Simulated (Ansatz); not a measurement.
Calculated with Ansatz (gas phase, PBE0-D4/def2-TZVP geometries, no zero-point term in ΔE). CCSD(T)/CBS is the MP2 limit (def2-TZVPP, def2-QZVPP) plus CCSD(T) − MP2 in def2-TZVPP, frozen cores. Double bonds are as drawn, so ΔE can hold a change between cis and trans. DFT in def2-TZVPP. For Se outer-core shells are correlated without core-valence functions, which leaves a few kJ/mol of doubt a bond. Scalar relativity is left out up to krypton. One conformer a species, not always the lowest.

Reaction (substitution at a C–O bond): `COC(O)[SeH]` + `O/C=C\Cl` → `CO/C=C/Cl` + `OC(O)[SeH]`

```
        level  ΔE (eV)
       B2PLYP     0.22
          PBE     0.19
       r2SCAN     0.22
HF/def2-TZVPP     0.19
```

What does CCSD(T)/CBS give? (Best estimate.)

The calculation gave: +0.26 eV. The listed levels differ from it by -0.04, -0.07, -0.04, -0.07 eV.

Largest T1 diagnostic among the species: 0.012.

In def2-TZVPP, CCSD(T) changes the Hartree–Fock value by +0.05 eV (the triples alone add +0.01 eV) and MP2 by +0.07 eV.
